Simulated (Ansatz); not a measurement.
Nb(NH)(F)2(NH2) (F2H3N2Nb), SMILES [Nb]([F])([NH2])(=[NH])[F], multiplicity 1.

Geometry optimised at PBE0-D3(BJ)/def2-SVP. The spin state was assumed, not searched. The def2 effective core potentials stand for the cores of Nb; spin–orbit coupling is left out. One conformer was computed; it need not be the lowest.

Two levels are set side by side: PBE/def2-SVPD (Ansatz, a quantum-chemistry and plane-wave program) and CAM-B3LYP/def2-SVPD (Ansatz). Energy differences of separate SCF runs at the same geometry; the states with an electron removed or added have multiplicity 2 and 2. Differences are taken from unrounded values.

| quantity | CAM-B3LYP | PBE | PBE minus CAM-B3LYP |
|---|---|---|---|
| vertical ionisation energy (eV) | 10.50 | 9.98 | -0.52 |
| vertical singlet–triplet gap (eV) | 4.42 | 4.75 | 0.33 |
